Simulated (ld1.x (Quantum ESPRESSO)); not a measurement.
**Transferability test, PAW potential for Cr**

* Element: Cr (Z = 24)
* Generator: ld1.x (Quantum ESPRESSO) 7.5
* Type: PAW
* Functional: PBEsol
* Relativity: scalar-relativistic
* Frozen core: [Ar]
* Valence charge: 6
* Reference configuration: 3d5 4s1 4p0
* Partial waves: 4s (bound): rcut 2.65, rcutus 3.00 bohr; 4s channel at 1.24 Ry: rcut 2.65, rcutus 3.00 bohr; 4p (bound, empty): rcut 3.20, rcutus 4.30 bohr; 4p channel at 0.3 Ry: rcut 3.20, rcutus 4.30 bohr; 3d (bound): rcut 1.60, rcutus 2.25 bohr; 3d channel at 0.9 Ry: rcut 1.60, rcutus 2.25 bohr
* Local potential: all-electron potential smoothed inside 2.15 bohr (lloc = -2)
* Core correction: a·sin(br)/r model core, default radius (core density twice the valence density)
* Augmentation charge: PSQ, inside the norm-conserving radii

Energies are relative to the spin-unpolarised reference configuration 3d5 4s1 4p0; without spin polarisation the order of configurations can differ from experiment. Not all tests gave a result: 1 of 7 tests not solved or not reliable. Left out of the table: 3d2 4s0 4p0 (solver errors, printed error -30.3 eV).

```csv
valence configuration,charge,ΔE all-electron (eV),error AE − PS (meV)
3d5 4s0 4p0,+1,6.873,-11
3d4 4s0 4p0,+2,22.887,-101
3d4 4s1 4p1,0,3.536,-79
3d4 4s2 4p0,0,-0.094,-84
3d5 4s0.5 4p0,+0.5,2.707,-2.5
```

Question: What are ΔE and the potential's error for 3d3 4s0 4p0?

Answer: ΔE = 53.592 eV all-electron; the error (AE − PS) is -976 meV.
